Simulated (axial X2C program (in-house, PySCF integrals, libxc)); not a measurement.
ClCuCl⁺: properties at the nuclei

Computed with an axial X2C code built on PySCF integrals: two-component X2C with atomic mean-field Coulomb and Gaunt terms, Gaussian nuclei, basis Cl dyall-av3z, Cu dyall-v3z with contracted cores.

Cl–Cu–Cl held linear, with bonds 2.013 and 2.013 Å (near the PBE0 minimum at charge 1 of the determinant lowest at the starting distance; the state shown can have its own minimum elsewhere, held linear; other orders of the atoms were not compared).

Determinant lowest in the PBE0 search, Ω = 1 (⟨Sz⟩ = 1.00, ⟨Lz⟩ = 0.00 at PBE0), spin on the atoms Cl 0.35, Cu 0.30, Cl 0.35:

| level | A∥/gI Cl (MHz) | qzz Cl (a.u.) | A∥/gI Cu (MHz) | qzz Cu (a.u.) |
| --- | --- | --- | --- | --- |
| PBE0 | -114 | -0.65 | 89.9 | -0.30 |
| LDA | -130 | -0.55 | 73.2 | -0.16 |

Determinant 0.39 eV from it at PBE0 and this distance, Ω = 2 (⟨Sz⟩ = 0.99, ⟨Lz⟩ = 1.01 at PBE0), spin on the atoms Cl 0.28, Cu 0.43, Cl 0.28:

```tsv
level	A∥/gI Cl (MHz)	qzz Cl (a.u.)	A∥/gI Cu (MHz)	qzz Cu (a.u.)
PBE0	154	0.71	507	0.93
HF	185	-0.30	231	1.21
LDA	287	-0.58	249	-0.17
```

A∥ (defined per Ω) follows by multiplying with gI = μI/(I μN); qzz is the electric field gradient, eQq0 = 234.96 MHz × Q/barn × qzz. The operators were transformed with the bare-nucleus X2C matrices; with these basis sets, hyperfine constants and field gradients can be off by tens of per cent, and where levels differ in sign neither size nor sign is settled.

Question: With gI(35Cl) = 0.5479, Q(35Cl) = -0.08112 barn, gI(63Cu) = 1.4824, Q(63Cu) = -0.22 barn (g factors from the IAEA table of nuclear moments by Stone; Q from Pyykkö, Mol. Phys. 2018), turn the PBE0 values of the first state into constants in MHz.

Answer: A∥(35Cl) = -114 × 0.5479 = -62.5 MHz; eQq0(35Cl) = 234.96 × (-0.08112) × (-0.65) = 12.4 MHz; A∥(63Cu) = 89.9 × 1.4824 = 133 MHz; eQq0(63Cu) = 234.96 × (-0.22) × (-0.30) = 15.5 MHz.

The molecule was held linear; bending was not examined, so a bent shape may lie lower.

Each state is one determinant with collinear spin, which with several unpaired electrons need not be a pure state. Unrestricted Hartree–Fock can overshoot spin polarisation at the nuclei. With several open shells hyperfine constants can be off by a factor of several. Open-shell Ω = 0 determinants with evenly filled partner blocks cannot be reached by this program, so the Ω shown need not be the lowest component. Left out as unconverged or as another state under the same occupation: HF in at least one table. States lie within half an eV, so the first need not be the ground state. PBE0 term energies can be off by some tenths of an eV.
